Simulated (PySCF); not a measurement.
trans-1,3,3,3-tetrafluoropropene (C3H2F4), SMILES F/C=C/C(F)(F)F.

Coordinates come from a PBE-D3(BJ)/def2-SVP optimisation.

The numbers are results of PBE-D3(BJ)/def2-SVP run with PySCF, not measurements.

No scaling factor is applied to the harmonic values.

| mode | ν (cm⁻¹) | IR (km/mol) | moving atoms (share of kinetic energy) |
|---|---|---|---|
| 1 | 80 | 0.0 | F 45 %, C 35 %, H 20 % |
| 2 | 188 | 2.8 | F 72 %, C 23 % |
| 3 | 192 | 1.7 | F 46 %, C 28 %, H 26 % |
| 4 | 380 | 1.8 | F 83 %, C 16 % |
| 5 | 402 | 6.6 | F 58 %, C 35 % |
| 6 | 409 | 1.7 | F 65 %, C 30 % |
| 7 | 544 | 1.1 | F 78 %, C 16 % |
| 8 | 567 | 0.1 | F 74 %, C 20 % |
| 9 | 677 | 21.9 | F 70 %, C 26 % |
| 10 | 822 | 12.1 | H 50 %, C 46 % |
| 11 | 866 | 19.5 | F 50 %, C 34 %, H 16 % |
| 12 | 922 | 41.5 | H 85 %, C 14 % |
| 13 | 1089 | 279.5 | C 52 %, F 26 %, H 22 % |
| 14 | 1140 | 285.3 | C 78 %, F 22 % |
| 15 | 1186 | 78.5 | C 45 %, H 33 %, F 21 % |
| 16 | 1221 | 170.8 | C 63 %, H 24 %, F 13 % |
| 17 | 1283 | 12.4 | H 74 %, C 24 % |
| 18 | 1318 | 130.3 | C 77 %, H 14 %, F 9 % |
| 19 | 1717 | 171.8 | C 92 % |
| 20 | 3132 | 2.0 | H 91 %, C 9 % |
| 21 | 3153 | 2.8 | H 91 %, C 9 % |
